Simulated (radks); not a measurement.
Values are calculated unless marked as measured or tabulated.
Fractional charge and spin in the 3s shell of sulfur: the spin-up occupation runs from 0 to 1 and the spin-down occupation from 0 to 1; the fullest corner is S, [Ne] 3p(up 2, down 2) 3s(up 1, down 1). Level of theory: scalar-relativistic Kohn-Sham, r2SCAN, spin-polarised, spherical densities, finite nucleus; meta-GGA in the generalised Kohn-Sham scheme; Fermi nuclear charge, rms radius of each element as measured or else 0.836 A^(1/3) + 0.57 fm (a radial shooting solver on a logarithmic mesh with Libxc functionals). Energy (eV) minus the two flat planes that join the four corners (they meet along the diagonal where the two added fractions sum to one electron); zero is where a piecewise linear energy would lie.

| down \ up | 0 | 0.25 | 0.5 | 0.75 | 1 |
|---|---|---|---|---|---|
| 0 | 0.000 | -1.058 | -1.409 | -1.054 | 0.000 |
| 0.25 | -1.058 | -1.266 | -0.786 | 0.381 | -0.933 |
| 0.5 | -1.409 | -0.786 | 0.506 | -0.694 | -1.239 |
| 0.75 | -1.054 | 0.381 | -0.694 | -1.126 | -0.924 |
| 1 | 0.000 | -0.933 | -1.239 | -0.924 | 0.000 |

Corners above the fullest one (they belong to S+ and the next ion): (up 1, down 0) 22.857 eV, (up 0, down 1) 22.857 eV, (up 0, down 0) 58.350 eV. With half an added electron in each spin the energy lies 0.506 eV from the planes, and with half an added electron in spin up alone -1.409 eV. The planes are only a guide here: the flat-plane condition holds for ground states with one frontier orbital, while this shell lies below other occupied shells, so the corners above the fullest one are inner-hole states and not the ground states of those ions.
